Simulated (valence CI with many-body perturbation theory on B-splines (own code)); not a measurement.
**E1 line list for Ca15+**

Computed by configuration interaction combined with many-body perturbation theory (CI+MBPT): three valence electrons over a frozen Dirac-Fock core [He], radial functions for each j: 11 s, 11 p, 10 d, 8 f, 5 g, 2 h, with the one-electron correlation potential Σ1 (screened to all orders), the two-electron term Σ2, the three-electron term Σ3, Breit, model QED; selected single and double excitations, second order for the rest, scaled by the run's own slope (own B-spline code, finite nucleus).

No measured spectrum was set against this ion. As an estimate, levels of excited configurations hold to 0.05 to 0.15 % of their energy, terms of the ground configuration to about 0.5 %.

Lines 101 to 150 of 560 in falling wavelength, among levels below 60.036 Ry, chosen from the strongest by gf and those to the six lowest levels. Wavelengths and rates use the calculated energies, so an error of 500 cm⁻¹ moves a line at 546.7 Å by 0.27 % and its rate by three times that or more. Electric multipoles are in the length gauge, E1 and E2 with the static RPA response of the core. Weak lines are less certain than strong ones. Lines between different terms over intervals too small for the method are left out, as are lines whose strength nearly cancels. Where a level lies close to another of its J and parity, the split of strength between their lines is uncertain. The highest levels of a list are the least certain.

Names give the largest LS component (configuration and term), which can be under half, so a name can repeat, a term be missing and a line seem to break the LS rules; names also repeat where a configuration has a term twice. Letters in brackets count levels of one name in rising energy.

| λ vac (Å) | Upper | Lower | A (s⁻¹) | log gf | Branch % |
| --- | --- | --- | --- | --- | --- |
| 546.7 | 2p2.3p 2P°_3/2 [b] | 2p2.3s 2D_3/2 | 1.57e+09 | -0.55 | 0.1 |
| 533.8 | 2p2.3p 2P°_3/2 [b] | 2p2.3s 2D_5/2 | 1.35e+09 | -0.64 | 0.1 |
| 509.7 | 2p2.3p 2D°_3/2 [b] | 2p2.3s 2P_1/2 | 1.12e+09 | -0.76 | 0.1 |
| 336.7 | 2p2.3p 2F°_7/2 | 2s.2p.3p 2D_5/2 [b] | 2.33e+09 | -0.50 | 0.3 |
| 334.6 | 2p3 2D°_5/2 | 2s.2p2 2P_3/2 | 2.01e+09 | -0.69 | 18.5 |
| 332.1 | 2p2.3d 2D_3/2 [b] | 2s.2p.3d 2D°_3/2 [b] | 2.53e+09 | -0.78 | 0.0 |
| 318.0 | 2p2.3s 2D_5/2 | 2s.2p.3d 4D°_3/2 | 1.73e+09 | -0.80 | 0.2 |
| 317.2 | 2p2.3s 2D_5/2 | 2s.2p.3s 2P°_3/2 [b] | 2.26e+09 | -0.69 | 0.2 |
| 315.8 | 2p2.3d 2P_3/2 [b] | 2s.2p.3d 2P°_3/2 [b] | 2.51e+09 | -0.82 | 0.0 |
| 305.9 | 2p2.3d 2F_7/2 [b] | 2s.2p.3d 2F°_7/2 [b] | 1.31e+09 | -0.83 | 0.0 |
| 258.8 | 2p2.3d 2F_7/2 [a] | 2s.2p.3d 2F°_7/2 [a] | 1.82e+09 | -0.84 | 0.3 |
| 241.5 | 2p2.3p 4P°_5/2 | 2s.2p.3p 4P_5/2 | 2.75e+09 | -0.84 | 0.2 |
| 240.1 | 2p3 2P°_3/2 | 2s.2p2 2P_3/2 | 8.56e+09 | -0.53 | 35.8 |
| 238.8 | 2p3 2P°_1/2 | 2s.2p2 2P_1/2 | 7.80e+09 | -0.88 | 31.8 |
| 237.7 | 2p2.3p 2D°_3/2 [a] | 2s.2p.3p 2D_3/2 [a] | 4.97e+09 | -0.77 | 0.4 |
| 235.8 | 2p2.3p 2D°_5/2 [a] | 2s.2p.3p 2D_5/2 [a] | 4.50e+09 | -0.65 | 0.3 |
| 228.8 | 2p2.3d 2D_5/2 [a] | 2s.2p.3d 2F°_7/2 [a] | 3.92e+09 | -0.73 | 0.1 |
| 227.1 | 2p2.3d 4F_9/2 | 2s.2p.3d 4F°_9/2 | 5.05e+09 | -0.41 | 57.3 |
| 225.0 | 2p2.3d 4F_7/2 | 2s.2p.3d 4F°_7/2 | 2.77e+09 | -0.77 | 5.5 |
| 224.4 | 2s.2p2 2D_5/2 | 2s2.2p 2P°_3/2 | 3.63e+09 | -0.78 | 100.0 |
| 224.2 | 2p2.3p 4D°_7/2 | 2s.2p.3p 4D_7/2 | 6.35e+09 | -0.42 | 0.7 |
| 222.2 | 2p2.3p 4D°_5/2 | 2s.2p.3p 4D_5/2 | 3.08e+09 | -0.86 | 0.3 |
| 221.8 | 2p2.3d 4D_7/2 | 2s.2p.3d 4F°_9/2 | 2.73e+09 | -0.79 | 7.8 |
| 219.2 | 2p2.3d 4P_5/2 | 2s.2p.3d 4D°_7/2 | 6.14e+09 | -0.58 | 0.1 |
| 219.0 | 2p2.3s 2P_3/2 | 2s.2p.3s 2P°_3/2 [a] | 8.98e+09 | -0.59 | 0.8 |
| 218.3 | 2p2.3d 2D_5/2 [c] | 2s.2p.3d 2D°_5/2 [b] | 3.70e+09 | -0.80 | 0.1 |
| 217.3 | 2p2.3s 4P_5/2 | 2s.2p.3s 4P°_5/2 | 6.64e+09 | -0.55 | 1.1 |
| 217.1 | 2p3 2D°_3/2 | 2s.2p2 2D_3/2 | 5.69e+09 | -0.79 | 52.7 |
| 217.1 | 2p2.3d 2D_3/2 [a] | 2s.2p.3d 2F°_5/2 [a] | 5.96e+09 | -0.77 | 0.1 |
| 216.1 | 2p3 2D°_5/2 | 2s.2p2 2D_5/2 | 7.58e+09 | -0.50 | 69.7 |
| 215.0 | 2p2.3s 2P_1/2 | 2s.2p.3s 2P°_1/2 [a] | 9.92e+09 | -0.86 | 0.8 |
| 214.9 | 2p3 2D°_5/2 | 2s.2p2 2D_3/2 | 1.06e+09 | -1.36 | 9.8 |
| 210.4 | 2p2.3p 2P°_3/2 [c] | 2s.2p.3p 2P_3/2 [b] | 5.26e+09 | -0.86 | 0.4 |
| 210.3 | 2p2.3d 2D_5/2 [c] | 2s.2p.3d 2F°_7/2 [b] | 9.64e+09 | -0.42 | 0.2 |
| 209.1 | 2p2.3d 2D_3/2 [c] | 2s.2p.3d 2F°_5/2 [b] | 1.05e+10 | -0.56 | 0.2 |
| 208.9 | 2p2.3p 2P°_3/2 [c] | 2s.2p.3p 2D_5/2 [b] | 1.09e+10 | -0.54 | 0.9 |
| 208.7 | 2p2.3p 2P°_1/2 [c] | 2s.2p.3p 2D_3/2 [b] | 1.34e+10 | -0.76 | 1.0 |
| 208.5 | 2s.2p2 2D_3/2 | 2s2.2p 2P°_1/2 | 4.48e+09 | -0.93 | 95.0 |
| 196.7 | 2s.2p.3d 2F°_7/2 [b] | 2s2.3d 2D_5/2 | 5.67e+09 | -0.58 | 0.1 |
| 195.2 | 2s.2p.3d 2F°_5/2 [b] | 2s2.3d 2D_3/2 | 5.49e+09 | -0.73 | 0.1 |
| 193.6 | 2s.2p.4d 2F°_7/2 [b] | 2s2.4d 2D_5/2 | 5.70e+09 | -0.59 | 0.4 |
| 193.2 | 2s.2p.4d 2F°_5/2 [c] | 2s2.4d 2D_3/2 | 5.45e+09 | -0.74 | 0.3 |
| 192.9 | 2s.2p.4p 2D_5/2 [b] | 2s2.4p 2P°_3/2 | 1.08e+10 | -0.44 | 2.0 |
| 192.4 | 2s.2p.4d 2D°_3/2 [b] | 2s2.4d 2D_3/2 | 1.07e+10 | -0.62 | 0.4 |
| 192.2 | 2s.2p.4p 2D_3/2 [b] | 2s2.4p 2P°_1/2 | 1.06e+10 | -0.63 | 2.1 |
| 191.6 | 2s.2p.4s 2P°_1/2 [b] | 2s2.4s 2S_1/2 | 1.24e+10 | -0.86 | 2.5 |
| 191.6 | 2s.2p.4p 2P_3/2 [b] | 2s2.4p 2P°_3/2 | 1.17e+10 | -0.59 | 1.9 |
| 191.5 | 2s.2p.4p 2P_1/2 [b] | 2s2.4p 2P°_1/2 | 1.26e+10 | -0.86 | 1.9 |
| 191.3 | 2s.2p.4s 2P°_3/2 [b] | 2s2.4s 2S_1/2 | 1.22e+10 | -0.57 | 2.6 |
| 190.7 | 2s.2p.3p 2D_5/2 [b] | 2s2.3p 2P°_3/2 | 8.82e+09 | -0.54 | 3.3 |

Question: How does gf follow from A for the line at 191.3 Å?

Answer: gf = 1.4992 × (2J+1)_upper × A / σ², with σ = 522647 cm⁻¹ and 2J+1 = 4: gf = 0.267.
